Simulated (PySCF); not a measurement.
**[SiSe2]-: bend–stretch map**

These are results of PySCF, UB3LYP, basis Si def2-SVPD, Se def2-SVPD (no relativity, density fitting), not measurements.

Rigid scan from the doublet minimum (Si–Se 2.184 Å (×2); Se–Si–Se 132.8°). Coordinate: rows scale both bonds, columns set the Se–Si–Se angle. Energies in kJ/mol from the minimum.

Rows run from the largest first scale (top) to the smallest, columns from the smallest angle to the largest. Lower edges of the bins (kJ/mol): '0' 0.2, '1' 1.6, '2' 3.7, '3' 7.1, '4' 12.4, '5' 20.8, '6' 34.2, '7' 55.3, '8' 88.9, '9' 142.0; top 226.
```
9777788
8755677
8642467
9630467
9743578
9865678
```

**Question.** Give the energies on the grid of the scan.

**Answer.** 
```tsv
scale \ angle	90	105	120	135	150	165	180
0.94	226	103	48	33	47	83	122
0.97	175	67	19	8	22	56	91
1.00	146	50	10	0	14	47	76
1.03	133	49	14	7	20	50	75
1.06	132	59	28	23	36	63	83
1.10	145	83	59	55	68	90	106
```

The bond scale of lowest energy on the grid is 1.06 at 90°, 1.03 at 105°, 1.00 at 120°, 1.00 at 135°, 1.00 at 150°, 1.00 at 165°, 1.03 at 180°.

Other isomers or separated fragments may lie lower.
